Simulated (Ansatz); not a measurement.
Reaction (atomization): `CC[Si](Cl)(Cl)Cl` → 2 C• + 3 Cl• + 5 H• + Si•

Isolated molecules relaxed with PBE0-D4/def2-TZVP in Ansatz; ΔE leaves out vibrations. CBS: MP2 limit from def2 TZ/QZ plus the TZ coupled-cluster correction, frozen cores. This one scheme is used for every species, atoms too. For atomizations the MP2-based limit and the directly extrapolated one differ by several kJ/mol either way, and by 10 to 25 for some Ge, Se and Sn compounds, so smaller differences from it don't rank the levels. DFT in def2-TZVPP. No spin–orbit coupling; open shells (•) take unrestricted orbitals. Spin–orbit coupling would lower the free atoms: a little for C, Cl, Si. Each species was taken in one conformer, which may not be the lowest.

```csv
species,PBE0-D4 energy (Eh)
`CC[Si](Cl)(Cl)Cl`,-1748.91771
C•,-37.80537
Cl•,-459.99743
H•,-0.50104
Si•,-289.24948
```

Work out ΔE.

ΔE = 5 × (-0.50104) + 3 × (-459.99743) + 2 × (-37.80537) + (-289.24948) − (-1748.91771) = 1.56000 Eh = +42.45 eV. CCSD(T)/CBS gives +42.23 eV.

What do rigid-rotor, harmonic-oscillator terms from PBE0-D4/def2-TZVP frequencies (298.15 K, 1 bar) make of the CCSD(T)/CBS value? (Estimate.)

Computed: ΔZPE = -1.95 eV, ΔH = +40.74 eV, ΔS = 1173 J/(mol·K), ΔG = +37.11 eV. Open shells count their whole term as degenerate.

Largest T1 diagnostic among the species: 0.012.

From PBE to PBE0 (25 % exact exchange), in def2-TZVPP and without D4, ΔE moves by −0.33 eV: exact exchange takes away binding that semilocal exchange gives to molecules. At CCSD(T), def2-SVP lies −2.63 eV from the extrapolated value and def2-TZVPP −1.17 eV: correlation converges slowly with the basis, and small sets miss more of it in the bonded molecule than in its fragments.
